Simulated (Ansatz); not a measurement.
System: WO$_{3}$ (charge 0, singlet). SMILES: [O]=[W](=[O])=[O]
Structure (B3LYP-D3(BJ)/def2-TZVP (Ansatz, an electronic-structure program) minimum search):
```xyz
4

W     -0.0639    -0.1100    -0.0865
O      1.6332     0.0179    -0.3861
O     -0.2732    -0.4349     1.5978
O     -0.7687     1.4341    -0.4113
```

Parts of the frozen-core correlation energy in def2-TZVPPD (Ansatz, hartree). Frozen orbitals: 7; correlated occupied orbitals by spin: 12 and 12; virtual: 160 and 160. No spin-orbit coupling. Past Kr the def2 sets carry scalar-relativistic core potentials. The restricted reference is unstable.

```csv
term,value
reference (HF),-291.08937
MP2 opposite-spin,…
MP2 same-spin,-0.29580
CCSD correlation,…
(T),…
T1 diagnostic,0.032
largest doubles amplitude,0.025
```

Some entries are withheld; supply them.


- MP2 opposite-spin, value: -0.72708
- CCSD correlation, value: -0.93883
- (T), value: -0.06714
